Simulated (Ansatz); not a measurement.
Series GeEtX3: binding per atom (eV) at several levels, gas phase, relaxed structures; Ansatz. Binding counts from free atoms in the multiplicity of their measured ground term, without zero-point energy. The structures are stationary points that may keep the symmetry of their start.

| species | state | geometry | HF/STO-3G | PBE-D4/def2-SVP | PBE-D4/def2-TZVP | r2SCAN-D4/def2-TZVP | B3LYP-D4/6-31G | PBE0-D4/def2-TZVP |
| --- | --- | --- | --- | --- | --- | --- | --- | --- |
| GeEtBr3 (C2H5Br3Ge) | singlet | PBE-D4/def2-SVP | 3.45 | 3.60 | 3.58 | 3.54 | 3.37 | 3.54 |
| GeEt(OEt)3 (C8H20GeO3) | singlet | PBE-D4/def2-SVP | 3.67 | 4.19 | 4.15 | 4.08 | 4.00 | 4.08 |
| GeEt(NMe2)3 (C8H23GeN3) | singlet | r2SCAN-D4/def2-SVP | 3.57 | 4.04 | 4.00 | 3.92 | 3.87 | 3.94 |
